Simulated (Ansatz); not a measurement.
CH9GaSi2 (`[CH3][Ga]([SiH3])[SiH3]`). Charge 0, multiplicity 1.

```xyz
13

C    -0.509    1.931   -0.670
Ga    0.004    0.131   -0.037
Si    0.703   -1.521   -1.667
Si   -0.172   -0.364    2.328
H    -0.361    2.693    0.097
H     0.031    2.217   -1.574
H    -1.576    1.913   -0.916
H     1.136   -2.809   -1.058
H     1.833   -1.009   -2.497
H    -0.421   -1.822   -2.601
H     0.656    0.586    3.128
H     0.258   -1.745    2.682
H    -1.583   -0.201    2.784
```

(1) List the harmonic frequencies (cm⁻¹, unscaled) at PBE0-D4/def2-TZVP in Ansatz. (Best estimate.)

(2) Is this a minimum?

Answers

(1) Computed: 45i, 34i, 28i, 76, 112, 121, 290, 346, 373, 442, 448, 495, 561, 653, 739, 845, 873, 931, 934, 941, 943, 1217, 1438, 1448, 2189, 2192, 2198, 2199, 2213, 2216, 3043, 3123, 3153.

(2) No: 1 imaginary mode, so it is a saddle point.
